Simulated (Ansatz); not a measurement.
Ansatz results at the PBE0-D4/def2-TZVP geometry: LUMO energy (PBE0/def2-TZVPP) -0.59 eV; HOMO–LUMO gap (PBE0/def2-TZVPP) 7.60 eV; HOMO energy (PBE0/def2-TZVPP) -8.19 eV.

Each molecule was computed in one conformer, which needn't be the lowest.

Problem. Which molecule gave them?
A. `[SiH3]BOC[SiH3]`
B. `C[SiH2]OB[SiH3]`
C. `BOC([SiH3])[SiH3]`
D. `[NH2][AlH][CH]([SiH3])Cl`

Solution. C. The others give `[SiH3]BOC[SiH3]`: -1.08, 6.71, -7.78; `C[SiH2]OB[SiH3]`: -1.17, 6.33, -7.49; `[NH2][AlH][CH]([SiH3])Cl`: -0.72, 6.75, -7.47.
